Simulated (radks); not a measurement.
The nickel ion Ni3+, 25 electrons, occupied as [Ar] 3d7 (the NIST ground configuration).

Method: Dirac Kohn-Sham, Wu-Cohen GGA, spin-unpolarised, spherical densities, finite nucleus; open shells are shared between the two j in proportion to 2j + 1; Fermi nuclear charge, rms radius 3.7757 fm; computed with a radial shooting solver on a logarithmic mesh with Libxc functionals.

Energy parts (eV):
total: -41300.983
kinetic: 41970.721
electron-nucleus: -98262.451
Hartree: 16672.042
exchange-correlation: -1681.295

Orbitals (lengths in bohr, moments of r in powers of bohr):
orbital	occ.	eigenvalue (eV)	<r>	<r^4>	small-component weight
1s1/2	2	-8248.147	0.05411	0.00003987	1.02e-02
2s1/2	2	-1021.421	0.2448	0.008739	1.91e-03
2p1/2	2	-896.4947	0.2131	0.006345	1.89e-03
2p3/2	4	-879.0094	0.2163	0.006672	1.86e-03
3s1/2	2	-150.3163	0.7358	0.6295	4.26e-04
3p1/2	2	-112.1135	0.7631	0.8140	3.83e-04
3p3/2	4	-109.8575	0.7726	0.8549	3.76e-04
3d3/2	2.8	-47.2346	0.8923	2.353	2.68e-04
3d5/2	4.2	-46.9627	0.8965	2.396	2.66e-04

The highest occupied level is 3d5/2 at -46.963 eV. The density falls to 0.001 e/bohr^3 at r = 2.68 bohr. Summed over all electrons, <r^2> = 13.03 bohr^2, which gives a Langevin (diamagnetic) susceptibility term of -10.3 x 10^-6 cm^3/mol.
